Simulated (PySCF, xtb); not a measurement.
CH₄FGa, SMILES [CH3][GaH][F].

GFN2-xTB in xtb at its own geometry gives an orbital gap of 4.71 eV and a dipole moment of 3.64 D.

Coordinates come from a B3LYP-D3(BJ)/def2-TZVP optimisation.

Question: What does HF/def2-TZVPD (PySCF) give? (An estimate is asked for; the answer gives what the named calculation found.)

Answer: gap 12.95 eV (levels -11.52 and 1.43 eV), dipole 2.95 D.
